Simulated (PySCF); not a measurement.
r2SCAN on Te⁻ (tellurium, charge -1), [Kr] 4d10 5s2 5p5, 2P determinant. Calculation: PySCF 2.14, in x2c-QZVPPall with one added diffuse shell each of s, p, d, f type (14s10p8d5f1g, 128 functions); the spin-free X2C one-electron Hamiltonian (Gaussian nucleus).

```
cycle= 1 E= -6793.86928490093  delta_E= -0.0178  |g|= 0.04  |ddm|= 0.316
cycle= 2 E= -6793.8693841638  delta_E= -9.93e-05  |g|= 0.0271  |ddm|= 0.0777
cycle= 3 E= -6793.86970207017  delta_E= -0.000318  |g|= 0.0181  |ddm|= 0.0588
cycle= 4 E= -6793.86977189338  delta_E= -6.98e-05  |g|= 0.0013  |ddm|= 0.0142
cycle= 5 E= -6793.8697738731  delta_E= -1.98e-06  |g|= 0.000415  |ddm|= 0.00338
cycle= 6 E= -6793.86977412995  delta_E= -2.57e-07  |g|= 0.000101  |ddm|= 0.00136
cycle= 7 E= -6793.86977415152  delta_E= -2.16e-08  |g|= 1.59e-05  |ddm|= 0.000426
cycle= 8 E= -6793.86977415256  delta_E= -1.03e-09  |g|= 1.51e-06  |ddm|= 0.000122
cycle= 9 E= -6793.86977415257  delta_E= -1.09e-11  |g|= 1.28e-07  |ddm|= 9.27e-06
converged SCF energy = -6793.86977415257  <S^2> = 0.75791203  2S+1 = 2.0078964
```

Highest occupied orbital energy: 0.578 eV; ⟨L²⟩ = 2.04; populations by l: s 10.00, p 23.00, d 20.00, f 0.00.

Question: Can this result be used?

Answer: With care. Self-consistency was reached. At r2SCAN the highest occupied level has a positive energy, so only the finite basis holds that electron; in a semilocal or global hybrid functional this comes from self-interaction and does not mean that the real anion is unbound.
